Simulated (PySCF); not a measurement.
BBr₂ (SMILES Br[B]Br), doublet, at a GFN2-xTB geometry. Base run: B3LYP/pcseg-1 in PySCF.

PySCF was given this input:
```python
from pyscf import gto, scf, dft

mol = gto.Mole()
mol.atom = '''
    Br   -1.63757191   -0.08958501    0.00510133
    B    -0.01549352    0.82472876   -0.03127262
    Br    1.63978527   -0.02823338   -0.00063381
'''
mol.basis = 'pcseg-1'
mol.spin = 1
mol.verbose = 4
mol.build()

mf = dft.UKS(mol)
mf.xc = 'b3lyp'
mf.kernel()
mf.analyze()
```

The base run was repeated with changes; each row names its change, and settings that it needs were set with it.

```tsv
change	ΔE vs base (mEh)	fitting functions	dipole (D)
base	0.000	-	0.50
auxbasis = def2-universal-jkfit	0.000	607	0.50
auxbasis = even-tempered beta=2.0	-0.107	748	0.50
auxbasis = cc-pvtz-jkfit	-0.029	493	0.50
auxbasis = def2-svp-ri	-14845.7	302	0.54
auxbasis = def2-tzvp-ri	-15274.9	394	0.53
auxbasis = default (with mf = mf.density_fit())	-0.107	748	0.50
auxbasis = def2-universal-jfit	8631.9	165	0.49
only_dfj = on; auxbasis = def2-universal-jfit	-0.327	165	0.50
auxbasis = even-tempered beta=1.6	0.004	1110	0.50
```

A fitting set is made for a task (jfit for Coulomb, jkfit for Coulomb and exchange, ri for correlation) and for a family of orbital bases.

Open shells are given as the SCF converged; they aren't shown to be the lowest states, and a large step between rows can be another state.
